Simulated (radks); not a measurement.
Question: All-electron atom: the tantalum ion Ta4+ in [Xe] 4f14 5d1. Calculated with a radial shooting solver on a logarithmic mesh with Libxc functionals: Dirac Kohn-Sham, PBE, spin-unpolarised, spherical densities, point nucleus; open shells fill j = l - 1/2 first. Some entries of the table are withheld. Estimate them.

orbital  occ.  eigenvalue (hartree)  <1/r> (bohr^-1)
1s1/2       2             -2474.034            85.48
2s1/2       2             -426.0646            20.76
2p1/2       2             -407.2096            20.71
2p3/2       4             -360.5260            17.50
3s1/2       2             -98.79057            7.615
3p1/2       2                   (1)            7.529
3p3/2       4                   (2)            6.699
3d3/2       4             -66.26361            6.591
3d5/2       6             -64.07464            6.394
4s1/2       2             -21.37415            3.195
4p1/2       2             -17.92572            3.084
4p3/2       4             -15.61225            2.795
4d3/2       4                   (3)              (4)
4d5/2       6                   (5)              (6)
5s1/2       2              -4.21054            1.232
5p1/2       2                   (7)            1.108
5p3/2       4                   (8)            1.012
4f5/2       6              -2.49272            2.024
4f7/2       8              -2.41957            1.994
5d3/2       1              -1.52867              (9)
5d5/2       0              -1.49408             (10)

Answer: 
(1) 3p1/2 eigenvalue (hartree): -90.42199
(2) 3p3/2 eigenvalue (hartree): -80.37117
(3) 4d3/2 eigenvalue (hartree): -9.95179
(4) 4d3/2 <1/r> (bohr^-1): 2.578
(5) 4d5/2 eigenvalue (hartree): -9.52689
(6) 4d5/2 <1/r> (bohr^-1): 2.508
(7) 5p1/2 eigenvalue (hartree): -3.19830
(8) 5p3/2 eigenvalue (hartree): -2.86216
(9) 5d3/2 <1/r> (bohr^-1): 0.7456
(10) 5d5/2 <1/r> (bohr^-1): 0.7275
